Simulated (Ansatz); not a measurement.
## One step, two centres

Four-centre ligand exchange, with the central atom changed down its group and all else kept; in the first member these bonds form or tighten: B–N, H–O; these break or loosen: B–O, H–N.

Gas-phase electronic energies, without zero-point energy, by CCSD(T) at an estimated basis limit (MP2 extrapolated from triple and quadruple zeta, plus CCSD(T) − MP2 in triple zeta); Ansatz 0.2.0, def2-TZVPP and QZVPP, frozen cores, on PBE0-D4/def2-TZVP structures. Extrapolation: Hartree–Fock as exp(−7.88 √X), correlation as X^−2.97. All energies, in kJ/mol, count from the separated reactants, without counterpoise correction; the start and end structures are the complexes reached by relaxing down from the saddle, and deeper ones may exist. Brackets give SMILES, or, where every atom is bracketed, only which atoms are joined. Steps whose reference was doubtful or whose search ended elsewhere are left out.

| reactants | products | start structure | saddle | end structure |
| --- | --- | --- | --- | --- |
| BH₃O₃ ([OH][B]([OH])[OH]) + NH₃ | BNH₄O₂ ([NH2][B]([OH])[OH]) + H₂O | -2.4 | 124.8 | 7.7 |
| AlH₃O₃ ([OH][Al]([OH])[OH]) + NH₃ | AlNH₄O₂ ([NH2][Al]([OH])[OH]) + H₂O, still joined by a dative Al–O bond | -126.3 | ? | -35.3 |

(1) What is the height of the saddle for AlH₃O₃ ([OH][Al]([OH])[OH]) + NH₃? (To be estimated.)

The T1 diagnostic stays at or below 0.013.

For scale, one of the runs: CCSD(T)/def2-TZVPP, 250 basis functions, launched by `ansatz run in.yaml --threads 8 --pin off --events-out ev --progress --plain --max-ram 19148MiB`. Hardware: 8 CPU threads of an Arm Neoverse V2, shared host. Wall time 93 s; peak host memory 5.6 GiB.

Answers

(1) Computed: -14.2 kJ/mol relative to the separated reactants, the lower of the two; above its start structure the barrier is -14.2 − (-126.3) ≈ 112.1 kJ/mol.

Aluminium, larger and more positive than boron, binds the incoming molecule more strongly, and well and saddle both drop.
